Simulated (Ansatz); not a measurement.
Calibrating MP2/def2-TZVPP on Ge-containing molecules

The vertical ionisation energy (cation less neutral) in eV of 7 Ge-containing molecules: x at MP2/def2-TZVPP, y at CCSD(T)/def2-TZVPP. Shapes, held fixed at every level: PBE0-D4/def2-TZVP. Flexible molecules stand in one conformer, not always the lowest. Programs: Ansatz 0.2.0.

```
                                               molecule  x (eV)  y (eV)
       Ge5H10 (SMILES [GeH2]1[GeH2][GeH2][GeH2][GeH2]1)    9.33    9.23
     Ge4SiH10 (SMILES [SiH2]1[GeH2][GeH2][GeH2][GeH2]1)    9.40    9.30
    Ge2Si3H10 (SMILES [SiH2]1[SiH2][GeH2][GeH2][SiH2]1)    9.46    9.38
    Ge3Si2H10 (SMILES [SiH2]1[GeH2][SiH2][GeH2][GeH2]1)    9.47    9.38
Ge2Si4H14 (SMILES [SiH3][SiH2][GeH2][GeH2][SiH2][SiH3])    9.49       ?
       GeSi4H12 (SMILES [SiH3][SiH2][GeH2][SiH2][SiH3])    9.63    9.56
      Ge2Si3H12 (SMILES [SiH3][GeH2][SiH2][SiH2][GeH3])    9.68    9.59
```

**Question.** Fit y = c + s·x to the known rows and predict y for Ge2Si4H14.

**Answer.** 
1. Means of the 6 rows: x = 9.4950, y = 9.407.
2. Σ(Δx)² = 0.09055, Σ(Δx·Δy) = 0.0955, so the slope is 0.0955/0.09055 = 1.0547.
3. Intercept: 9.407 − (1.0547) × 9.4950 = -0.607. The largest residual of the fit is 0.012.
4. Ge2Si4H14: -0.607 + 1.0547 × 9.49 = 9.40 eV.

CCSD(T)/def2-TZVPP gives 9.40 eV, so the prediction is off by 0.00 eV: they agree to the digits shown. Uncorrected, MP2/def2-TZVPP misses Ge2Si4H14 by +0.09 eV, and the other rows by 0.09 on average. The line removes about 100 % of this miss, partly by chance. Left out in turn, the other rows are missed by 0.01 eV on average, so much of the error is systematic among these molecules. Cations run unrestricted. Relativity is left out for Ge. Outer-core shells of Ge are correlated, in sets that cover them unevenly.
